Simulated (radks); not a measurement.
Initial-state core-level shifts of the manganese ion Mn2+ when its valence configuration changes from [Ar] 3d5. Method: scalar-relativistic Kohn-Sham, r2SCAN, spin-polarised, spherical densities, finite nucleus; open shells are filled with parallel spins first; meta-GGA in the generalised Kohn-Sham scheme; Fermi nuclear charge, rms radius 3.7057 fm; computed with a radial shooting solver on a logarithmic mesh with Libxc functionals. Shifts are changes of the shell-averaged eigenvalues in eV (positive: less bound); the change of the density at the nucleus, which sets a Mossbauer isomer shift, is in e/bohr^3, on a base of 1.324e+04.

\begin{tabular}{lrrrrr}
valence & 1s & 2s & 2p & 3p & density at nucleus \\ \hline
3d4 4p1 & -9.125 & -10.072 & -10.007 & -8.414 & +2.483 \\
3d4.5 4p0.5 & -4.471 & -4.920 & -4.888 & -4.170 & +1.152 \\
3d4 4s1 & -7.842 & -8.853 & -8.785 & -7.150 & +11.972 \\
3d3 4p2 & -19.026 & -21.124 & -20.990 & -17.128 & +5.707 \\
3d3.5 4s1 4p0.5 & -12.709 & -14.260 & -14.159 & -11.501 & +13.841 \\
3d4 4s0.5 4p0.5 & -8.484 & -9.464 & -9.398 & -7.783 & +7.141 \\
3d2 4p3 & -29.702 & -33.136 & -32.934 & -26.094 & +9.636 \\
3d4.5 4s0.5 & -3.828 & -4.315 & -4.282 & -3.527 & +5.709 \\
3d3.5 4s0.5 4p1 & -13.344 & -14.869 & -14.769 & -12.121 & +8.870 \\
\end{tabular}
